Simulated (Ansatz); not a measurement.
C4H5 (SMILES [CH]1[C@@H]2C[C@H]12), doublet, at a GFN2-xTB geometry; MP2/STO-3G run with Ansatz (an electronic-structure program).

Here is a job for Ansatz.
Ansatz 0.2 input:
```yaml
crystal:
  periodic: [false, false, false]
  atoms:
    - {symbol: C, position_ang: [-0.01104778, 1.15299217, 0.29268087]}
    - {symbol: C, position_ang: [0.00606920, -1.07161673, 0.36284337]}
    - {symbol: C, position_ang: [0.77792320, 0.05175663, -0.24703001]}
    - {symbol: C, position_ang: [-0.77530873, 0.03948149, -0.25730269]}
    - {symbol: H, position_ang: [-0.01656875, 2.16285392, -0.07926104]}
    - {symbol: H, position_ang: [-0.00045853, -1.14950133, 1.44290558]}
    - {symbol: H, position_ang: [0.01698984, -2.03272552, -0.13990186]}
    - {symbol: H, position_ang: [1.48440418, 0.00352078, -1.05567554]}
    - {symbol: H, position_ang: [-1.47018212, -0.01982922, -1.07521641]}
basis:
  gaussian:
    orbitals: STO-3G
magnetization: {spin_polarized: true, initial_magnetization: 1}
correlation: {method: mp2, electrons: outside_noble_gas}
accuracy: high
```

Question: Write the output that Ansatz gives for this input, abridged.

Answer: 
```
Functional definition: HF
517 factors; integrals over basis functions are off by at most 1.9e-9 eV
mean field evaluation 1: about -4143.6980 eV, gradient 1.2e1 eV
mean field evaluation 2: about -4143.8739 eV, gradient 1.2e1 eV
mean field evaluation 4: about -4145.5571 eV, gradient 2.0e0 eV
mean field evaluation 8: about -4145.6734 eV, gradient 9.1e-4 eV
mean field evaluation 16: about -4145.6717 eV, gradient 1.3e-8 eV
mean field -4145.67169389 eV, -152.3506247131 hartree, gradient 1.3e-8 eV, S^2 0.755010; 0 other end points of the search recorded, 0 dependent functions left out
4 core orbitals not correlated
reference -4145.67169389 eV, -152.3506247131 hartree; 11, 10 occupied and 10, 11 virtual orbitals, 517 factors
second order -5.53140196 eV of doubles, -0.00000000 eV of singles
Total energy: -4151.20309585 eV, -152.5538999860 hartree
```
